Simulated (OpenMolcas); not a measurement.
## Ge2+: from CASSCF to CASPT2

```yaml
Program: OpenMolcas 26.06
Basis: ANO-R1 [5s4p3d1f]
Scalar_Hamiltonian: X2C, finite nucleus
Active_space: 2 electrons in 4 orbitals (4s 4p)
State_averaging: 2S+1 = 3 even, 3 roots; 2S+1 = 1 even, 7 roots; 2S+1 = 3 odd, 3 roots; 2S+1 = 1 odd, 3 roots
Spin-orbit_coupling: state interaction with AMFI integrals over the reference wave functions, term energies averaged over their components
```

Methods on the same reference wave functions:
A. CASSCF
B. SS-CASPT2, IPEA 0.25 Eh, imaginary shift 0.1 Eh (closed shells correlated: 3d)
C. MS-CASPT2, IPEA 0.25 Eh, imaginary shift 0.1 Eh (closed shells correlated: 3d)

Energies in cm⁻¹ above 4s² ¹S₀, the measured ground level; measured values from Sugar and Musgrove, J. Phys. Chem. Ref. Data 22, 1213 (1993).

| Level | A | B | C | Measured |
| --- | --- | --- | --- | --- |
| 4s² ¹S₀ | 0.0 | 0.0 | 0.0 | 0.0 |
| 4s 4p ³P°₀ | 58190 | 59133 | 59262 | 61734 |
| 4s 4p ³P°₁ | 58944 | 59883 | 60011 | 62500 |
| 4s 4p ³P°₂ | 60520 | 61464 | 61592 | 64144 |
| 4s 4p ¹P°₁ | 98820 | 92535 | 92663 | 91873 |
| 4p² ³P₀ | 143709 | 143359 | 143486 | 147685 |
| 4p² ³P₁ | 144573 | 144252 | 144380 | 148640 |
| 4p² ³P₂ | 145956 | 145404 | 145532 | 150372 |
| 4p² ¹D₂ | 155887 | 148903 | 149031 | 144975 |
| 4p² ¹S₀ | 178342 | 171384 | 171642 | 174114 |

Deviations, from unrounded energies. A percentage is the sum of absolute deviations over the sum of measured energies, with the sign that they share, or ± where signs differ.

| Against measurement | Levels | A | B | C |
| --- | --- | --- | --- | --- |
| mean absolute deviation (cm-1) | 9 | 5000 | 3200 | 3100 |
| other configurations (%) | 9 | ±4.3 | ±2.8 | ±2.7 |

B, C lie about equally close to measurement and A furthest from it. The largest miss of C in the table is 4p² ³P₂, by -4800 cm-1. The ranking rests on the paired levels alone, and a cruder setting can come out closer through cancelling errors.

Between B and C the level of the table that moves most is 4p² ¹S₀, by 260 cm-1 (lowest in B, highest in C).

The lowest spin-free term lies below A's lowest term by 0.368 hartree in B, 0.368 hartree in C.

The ¹D term of p² mixes with s d, which this space lacks. Some levels mix across a computed gap that differs much from the measured one, so their mixing is not that of the real levels (holds for B; C). Measured partners are found by configuration, term and J. A level has none where our copy of the source lacks it or the pairing is in doubt (some pairs that miss far off the trend of their configuration count as doubtful), and it then counts in no deviation. Only configurations of the active space appear.

° marks odd parity.
